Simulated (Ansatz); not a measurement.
# Which isomer of FH4NOSi gives these data?

These gas-phase data were calculated for one isomer of FH4NOSi at PBE0-D3(BJ)/def2-SVP (harmonic, unscaled wavenumbers; equilibrium rotational constants with average atomic masses):

| Property | Result |
| --- | --- |
| rotational constants | 7.147, 6.097, 3.809 GHz |
| all wavenumbers above 1500 cm⁻¹ | 3938, 3745, 3638, 2300, 1528 |

Candidates:

(1) `N[Si@@H](O)F`, a singlet
(2) `[NH3+][Si@H-](=O)F`, a singlet

Question: Which structure fits?

Answer: Candidate (1). 2 modes lie between 3250 and 3800 cm⁻¹, one for each N–H bond, while (2) has 3.

The same quantities for all candidates:

|  | rotational constants (GHz) | wavenumbers above 1500 cm⁻¹ | E above the lowest, PBE0-D3(BJ)/def2-SVP (kcal/mol) |
| --- | --- | --- | --- |
| (1) | 7.147, 6.097, 3.809 | 3938, 3745, 3638, 2300, 1528 | 0.0 |
| (2) | 6.529, 6.178, 3.706 | 3616, 3596, 3465, 2259, 1617, 1595 | 29.3 |

Harmonic stretches to hydrogen usually lie a few per cent above observed fundamentals. Each candidate is one conformer. Programs: Ansatz 0.2.0.
